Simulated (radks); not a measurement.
Question: Pt50+, configuration [Ar] 3d9.5 4d0.5 (fractional occupations, a model configuration). Calculated with a radial shooting solver on a logarithmic mesh with Libxc functionals: scalar-relativistic Kohn-Sham, r2SCAN, spin-polarised, spherical densities, finite nucleus; open shells are filled with parallel spins first (spin-orbit coupling, left out, can overturn this in heavy ions); meta-GGA in the generalised Kohn-Sham scheme; Fermi nuclear charge, rms radius 5.427 fm. Some entries of the table are withheld. Estimate them.

| orbital | occ. | eigenvalue (hartree) | <r> (bohr) | <1/r> (bohr^-1) |
|---|---|---|---|---|
| 1s down | 1 | -2986.753 | 0.01715 | 93.93 |
| 1s up | 1 | -2986.753 | 0.01715 | 93.92 |
| 2s up | 1 | -607.7063 | 0.07217 | 22.09 |
| 2s down | 1 | -607.5536 | 0.07216 | 22.09 |
| 2p up | 3 | -540.2192 | 0.06503 | 19.71 |
| 2p down | 3 | -540.0984 | 0.06502 | 19.72 |
| 3s up | 1 | -213.8366 | 0.1829 | 8.382 |
| 3s down | 1 | -213.7104 | 0.1829 | 8.379 |
| 3p up | 3 | -193.9294 | 0.1828 | 7.689 |
| 3p down | 3 | -193.7921 | 0.1828 | 7.687 |
| 3d up | 5 | -173.3487 | 0.1644 | 7.238 |
| 3d down | 4.5 | -173.1591 | 0.1644 | 7.237 |
| 4s up | 0 | -105.7593 | 0.3600 | 4.162 |
| 4s down | 0 | -105.2795 | 0.3595 | 4.175 |
| 4p up | 0 | -98.15618 | (1) | 3.887 |
| 4p down | 0 | -97.65402 | (2) | 3.897 |
| 4d up | 0.5 | -90.10104 | 0.3619 | 3.675 |
| 4d down | 0 | -89.60715 | 0.3614 | 3.685 |
| 4f up | 0 | -83.13341 | 0.3297 | 3.453 |
| 4f down | 0 | -82.72401 | 0.3288 | 3.464 |
| 5d up | 0 | -55.79685 | 0.6152 | 2.272 |

Answer: 
(1) 4p up <r> (bohr): 0.3688
(2) 4p down <r> (bohr): 0.3685
